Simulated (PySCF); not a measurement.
Si(OH)2(PH2)2 (H6O2P2Si), SMILES O[Si](O)(P)P. Coordinates come from a B3LYP-D3(BJ)/def2-SVP optimisation. The structure was generated by enumeration, and PubChem lists no compound with its InChIKey, so it may never have been made. Other conformers were not sampled.

The numbers are results of B3LYP-D3(BJ)/def2-SVP run with PySCF, not measurements.

Harmonic wavenumbers (cm⁻¹): 101, 118, 130, 163, 190, 232, 246, 267, 339, 413, 496, 636, 662, 707, 712, 782, 841, 871, 927, 1092, 1095, 2359, 2377, 2379, 2390, 3848, 3854. Rotational constants (GHz): 2.678, 1.630, 1.407; symmetry number 1.

**Question.** Work out the zero-point energy and the ideal-gas rigid-rotor harmonic-oscillator thermochemistry at 298.15 K and 1 atm.

**Answer.** ZPE = ½ Σ hcν = ½ × 28229 cm⁻¹ = 40.36 kcal/mol. H − E(el) = 46.79 kcal/mol. Entropy in cal/(mol K): translation 40.46, rotation 28.35, vibration 24.44, total 93.24. G − E(el) = 18.99 kcal/mol. Cp = 33.43 cal/(mol K). Modes under 150 cm⁻¹ make the vibrational entropy uncertain.
